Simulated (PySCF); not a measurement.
PySCF 2.14 output of a UHF calculation on a single atom or ion in def2-TZVP with the def2 core potential (28 electrons) (6s4p3d1f, 40 functions), with a scalar-relativistic core potential:

```
SCF conv_tol = 1e-09
number electrons alpha = 9  beta = 6
cycle= 1 E= -125.01221634247  delta_E= -0.00773  |g|= 0.0301  |ddm|= 0.0458
cycle= 2 E= -125.012422465811  delta_E= -0.000206  |g|= 0.00528  |ddm|= 0.00777
cycle= 3 E= -125.012430181669  delta_E= -7.72e-06  |g|= 0.000489  |ddm|= 0.00213
cycle= 4 E= -125.012430321671  delta_E= -1.4e-07  |g|= 0.000151  |ddm|= 0.000396
cycle= 5 E= -125.012430333548  delta_E= -1.19e-08  |g|= 1.81e-05  |ddm|= 0.000144
cycle= 6 E= -125.01243033367  delta_E= -1.22e-10  |g|= 1.04e-06  |ddm|= 2.04e-05
converged SCF energy = -125.01243033367  <S^2> = 3.7531366  2S+1 = 4.001568
```

The run itself started from symmetry-adapted Hartree-Fock orbitals and held the occupation by maximum overlap, so the iterations belong to that start.

Which element, charge and spin multiplicity is this?

Pd³⁺ (palladium, charge +3), multiplicity 4; the state was [Kr] 4d7, high-spin 4F determinant.

Energies and moments cover only the electrons outside the core potential.
